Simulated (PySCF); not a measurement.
C₇H₁₁F₃.
Structure used (PBE0-D3(BJ)/def2-SVP), in Å, numbered top down from 1:
```xyz
21
C7H11F3 angstrom
C     -1.325   -0.399   -1.549
C     -1.026    0.021   -0.142
C     -2.151    0.737    0.559
C      0.149   -0.185    0.487
C      0.387    0.312    1.889
C      1.303   -0.911   -0.155
C      2.284    0.006   -0.847
F      3.309   -0.684   -1.362
F      1.714    0.678   -1.853
F      2.799    0.914   -0.007
H     -2.194   -1.079   -1.576
H     -0.486   -0.886   -2.058
H     -1.602    0.482   -2.153
H     -1.926    1.810    0.688
H     -2.341    0.329    1.564
H     -3.088    0.668   -0.012
H      1.460    0.353    2.121
H     -0.018    1.323    2.044
H     -0.088   -0.345    2.639
H      1.879   -1.462    0.604
H      0.980   -1.646   -0.904
```

Level: PBE0/pcSseg-1 in PySCF, non-relativistic, on one gas-phase PBE0-D3(BJ)/def2-SVP geometry that isn't relaxed in the solvent. The solvent is an IEF-PCM continuum (Bondi radii, 1.10 Å for H, scaled by 1.2). The model holds no explicit solvent molecules, cavitation or dispersion.

Gas phase at PBE0/pcSseg-1: HOMO -6.75 eV, LUMO 0.25 eV, dipole 2.40 D.

Problem. What does the continuum do to the energy, the frontier levels and the dipole at PBE0/pcSseg-1 in methanol?

Solution. 
```csv
solvent,ε,E(solvent) − E(gas) (kJ/mol),polarisation term (kJ/mol),distortion of the solute (kJ/mol),HOMO (eV),LUMO (eV),dipole (D)
methanol,32.61,-13.50,-14.84,1.34,-6.59,0.43,2.82
```

The polarisation term is half the interaction of the solute with the surface charges that it induces; the rest is the cost of distorting the solute's density. The sum is the electrostatic part of solvation alone.

Problem. Which radius a makes the point-dipole formula ΔE = −[(ε − 1)/(2ε + 1)]·μ²/a³ give the value in methanol, with the gas-phase dipole?

Solution. μ = 0.946 au and |ΔE| = 0.00514 Eh give a = 2.31 Å; the farthest nucleus lies 3.64 Å from the centroid of the nuclei, so such a sphere wouldn't even hold the nuclei. The formula assumes a rigid point dipole at the centre of a sphere.

Problem. Give the dipole vector in the frame of the coordinates (D, pointing from negative to positive charge), gas and methanol.

Solution. Gas (-1.99, -0.92, 0.99), solvent (-2.27, -1.22, 1.15). Its length changes by +17 % and its direction by 3°.

Problem. Which ESP-fitted charges (PBE0/pcSseg-1) respond most in methanol (means over atoms taken as equivalent)?

Solution. 
```tsv
atoms	environment	gas (e)	solvent (e)	change
C5	allylic carbon	-0.508	-0.537	-0.029
C1	allylic carbon	-0.707	-0.731	-0.024
C3	allylic carbon	-0.557	-0.573	-0.016
C7	CF3 carbon	+0.648	+0.662	+0.014
F8/F9/F10	fluorine of a CF3 group	-0.202	-0.216	-0.014
H20/H21	methylene hydrogen	+0.213	+0.225	+0.012
```
